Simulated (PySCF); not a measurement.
# Polarisability and C₆ of V²⁺ (vanadium, charge +2)

[Ar] 3d3, high-spin 4F determinant. All numbers are calculated (PySCF 2.14, scalar relativity by spin-free X2C-1e, in aug-cc-pVQZ-DK (9s8p6d4f3g2h, 140 functions)). Coupled (time-dependent) response in atomic units; α is the mean over directions.

| method | mean α (bohr³) | C₆ (like pair) | S(−4) |
| --- | --- | --- | --- |
| PBE | 5.014 | 15.08 | 20.13 |

S(−4) is the Cauchy moment in α(ω) = α(0) + S(−4) ω² + …

α(iu) at PBE:

```
u (hartree)  α(iu) (bohr³)
          0          5.014
     0.0500          4.965
      0.100          4.827
      0.200          4.397
      0.300          3.926
      0.500          3.163
      0.750          2.520
       1.00          2.068
       1.50          1.464
       2.00          1.082
       3.00         0.6526
       5.00         0.3081
```

A single London oscillator, α(iu) = α/(1 + u²/ω²), gives C₆ = (3/4) ω α². Matching the computed C₆ needs ω = 4 × 15.08 / (3 × 5.014²) = 0.800 hartree.

For an ion, C₆ is the dispersion term alone; charge-induced terms of lower order in 1/R come first.
